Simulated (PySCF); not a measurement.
Working out the ionisation energy of Cu⁺

Cu⁺ [Ar] 3d10 (1S) → Cu²⁺ [Ar] 3d9 (2D). Calculation: PySCF 2.14, in jorge-DZP-DKH; scalar relativity by spin-free X2C-1e. Frozen: [Ar]. Energies in hartree (1 hartree = 27.21139 eV):

```
             part   Cu⁺ (lower)  Cu²⁺ (upper)
              UHF  -1652.799703  -1652.167727
MP2 opposite-spin     -0.178371     -0.114096
    MP2 same-spin     -0.107086     -0.068779
```

Task: What does Hartree-Fock give?

Result: (-1652.167727) − (-1652.799703) = 0.631976 hartree = 17.197 eV.

Task: What do MP2 and SCS-MP2 (6/5 opposite-spin, 1/3 same-spin) give?

Result: The opposite-spin parts differ by 1.749 eV and the same-spin parts by 1.042 eV. MP2: 17.197 + (1.749) + (1.042) = 19.988 eV. SCS-MP2: 17.197 + 1.2 × (1.749) + (1.042)/3 = 19.643 eV.

Reference: 20.292 eV (measured; NIST Atomic Spectra Database, ionization energies), between the lowest levels; spin-orbit coupling is absent from the calculation.

A double-zeta basis recovers only part of the correlation energy.

What remains against the reference includes basis incompleteness, the frozen core and correlation beyond second order.
